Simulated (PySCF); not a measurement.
Stepwise substitution at one centre (Si Br-NH2). Gas-phase values, no solvent. One relaxed conformer stands for each flexible species; it need not be the lowest. Strings in code marks are SMILES.

Computed with PBE-D3(BJ)/def2-TZVP // PBE0-D3(BJ)/def2-TZVP in PySCF. Excitations are Tamm–Dancoff values on a coarser integration grid. The basis has no diffuse functions, so Rydberg states are missing or too high.

```csv
species,S1–T1 gap (TDA) (eV),T1 excitation (TDA) (eV),HOMO (eV),S1 oscillator strength
0 of 4 Br replaced by NH2 (`Br[Si](Br)(Br)Br`),–,–,-7.40,0.000
2 of 4 Br replaced by NH2 (`N[Si](N)(Br)Br`),0.28,5.58,-6.43,0.005
3 of 4 Br replaced by NH2 (`N[Si](N)(N)Br`),0.24,5.78,-6.02,…
4 of 4 Br replaced by NH2,…,5.18,…,0.000
```

Task: What belongs in the gaps?

Result: 
- 3 of 4 Br replaced by NH2 (`N[Si](N)(N)Br`), S1 oscillator strength: 0.020
- 4 of 4 Br replaced by NH2, S1–T1 gap (TDA) (eV): 0.15
- 4 of 4 Br replaced by NH2, HOMO (eV): -5.22
